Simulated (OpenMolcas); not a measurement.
# Levels of Ag3+ by method

```yaml
Program: OpenMolcas
Basis: ANO-RCC-VQZP [8s7p5d3f2g1h]
Scalar_Hamiltonian: DKH2, point nucleus
Active_space: 8 electrons in 10 orbitals (4d 5d)
State_averaging: 2S+1 = 3 even, 10 roots; 2S+1 = 1 even, 15 roots
Spin-orbit_coupling: RASSI with atomic mean-field integrals over the reference wave functions, term energies averaged over their components
```

Methods on the same reference wave functions:
A. CASSCF
B. SS-CASPT2, IPEA 0.25 Eh, imaginary shift 0.1 Eh (closed shells correlated: 4s 4p)

Energies in cm-1 above 4d8 3F4, the measured ground level; measured values from the list in Gamrath, thesis, University of Mons (2023).

| Level | A | B | Measured |
| --- | --- | --- | --- |
| 4d8 3F4 | 0.0 | 0.0 | 0.0 |
| 4d8 3F3 | 4044 | 4070 | 4172 |
| 4d8 3F2 | 6021 | 5690 | 5830 |
| 4d8 3P1 | 19456 | 16430 | 15900 |
| 4d8 3P0 | 19741 | 16620 | 16092 |
| 4d8 1G4 | 23921 | 21130 | 20570 |
| 4d8 1S0 | 55198 | 48210 | 47139 |

Deviations, from unrounded energies. A percentage is the sum of absolute deviations over the sum of measured energies, with the sign that they share, or ± where signs differ.

```
                        Against measurement  Levels      A     B
             mean absolute deviation (cm-1)       6   3200   490
      fine structure of the ground term (%)       2   ±3.2  -2.4
other terms of the ground configuration (%)       4  +18.7  +2.7
```

B lies closest to measurement on these levels. The largest miss of B in the table is 4d8 1S0, by +1100 cm-1. The ranking rests on the paired levels alone, and a cruder setting can come out closer through cancelling errors.

From A to B the spin-free energies of the other terms of 4d8 shown, above 3F, scale by factors of 0.80 to 0.86, as is usual when dynamic correlation screens the repulsion within a d or f shell.

The lowest spin-free term lies below A's lowest term by 0.458 hartree in B.

CASPT2 breaks the degeneracy within a term, and the mean is taken; among the terms shown or strongly mixed into the levels shown the widest spread is 650 cm-1 (4d8 1G, B). Active for correlation alone: 5d; no level in the range computed is led by a configuration that fills it, so any true level of that kind is missing. Without dynamic correlation excited terms often stand tens of per cent too high (terms of higher spin than the ground term too low), and those without a measured partner can miss by more than the paired ones (holds for A). Computed and measured levels are paired by configuration, term and J; levels that our copy of the source lacks, or whose pairing is in doubt (as where it misses far off the trend of its configuration), stay unpaired and out of the deviations. Only configurations of the active space appear. The table leaves out levels that lie high or whose names do not pair safely across all columns.
